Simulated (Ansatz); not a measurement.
C2H7BOSi can be A, `CC1[SiH2]B1O`, or B, `COB1C[SiH2]1`.

Gas-phase electronic energies from Ansatz, PBE0-D4/def2-TZVP geometries. CCSD(T)/CBS adds triple-zeta CCSD(T) − MP2 to the extrapolated MP2 energy (def2 sets, frozen cores). Functionals use def2-TZVPP. B3LYP here is the variant with VWN-RPA as its local correlation; programs differ in this. One conformer a species, not always the lowest.

Q: Which is lower in electronic energy at CCSD(T)/CBS, and by how much? (Estimate.)

A: Ansatz gave: A, by 10.0 kcal/mol.

Q: Give E(B) − E(A) in kcal/mol with B3LYP-D4, r2SCAN-D4, B2PLYP, HF/def2-TZVPP, ωB97M-V, CCSD/def2-TZVPP, CCSD(T)/def2-TZVPP. (Best estimate.)

A: Computed: B3LYP-D4 8.7, r2SCAN-D4 9.6, B2PLYP 9.0, HF/def2-TZVPP 6.8, ωB97M-V 9.5, CCSD/def2-TZVPP 9.5, CCSD(T)/def2-TZVPP 9.8. None reverses the order clearly.

Largest T1 diagnostic: 0.014.

In def2-TZVPP, CCSD(T) changes the Hartree–Fock value by +3.0 kcal/mol (the triples alone add +0.3 kcal/mol) and MP2 by +4.5 kcal/mol.
